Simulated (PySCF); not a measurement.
## Zr³⁺ (zirconium, charge +3): revPBE calculation

Configuration: [Kr] 4d1, 2D determinant. Computed with PySCF 2.14 in ANO-RCC-VTZP (7s6p4d2f1g, 68 functions), with scalar relativity by spin-free X2C-1e.

```json
{
  "Total energy": "-3596.38 hartree",
  "One-electron energy": "-4924.96 hartree",
  "Hartree (Coulomb) energy": "1442.68 hartree",
  "Exchange-correlation energy": "-114.10 hartree",
  "⟨S²⟩": "0.7507",
  "⟨L²⟩": "6.007",
  "Sum of ⟨r⟩": "21.76 bohr",
  "Sum of ⟨r²⟩": "24.23 bohr²",
  "Traceless quadrupole moment −½Σ⟨3z² − r²⟩ along its main axis": "1.06 e·bohr²",
  "Langevin diamagnetic susceptibility": "-19.2 ×10⁻⁶ cm³/mol"
}
```

```tsv
shell	electrons	mean orbital energy (hartree)	spread (hartree)	rms radius, mean of both spins (bohr)
1s β	1	-655.20279	0	0.0426
1s α	1	-655.20259	0	0.0426
2s α	1	-91.72810	0	0.176
2s β	1	-91.72479	0	0.176
2p α	3	-81.93043	0.00463	0.156
2p β	3	-81.92805	0.00721	0.156
3s α	1	-15.89282	0	0.490
3s β	1	-15.89106	0	0.490
3p α	3	-12.69659	0.01211	0.498
3p β	3	-12.69463	0.01461	0.498
3d α	5	-7.44928	0.01141	0.498
3d β	5	-7.44619	0.01787	0.498
4s α	1	-3.00530	0	1.28
4s β	1	-2.98381	0	1.28
4p α	3	-2.18526	0.01292	1.43
4p β	3	-2.16012	0.04073	1.43
4d α	1	-1.06423	0	2.00
```

Densities and radii are taken from the X2C orbitals without a picture-change correction, which distorts them close to the nucleus.
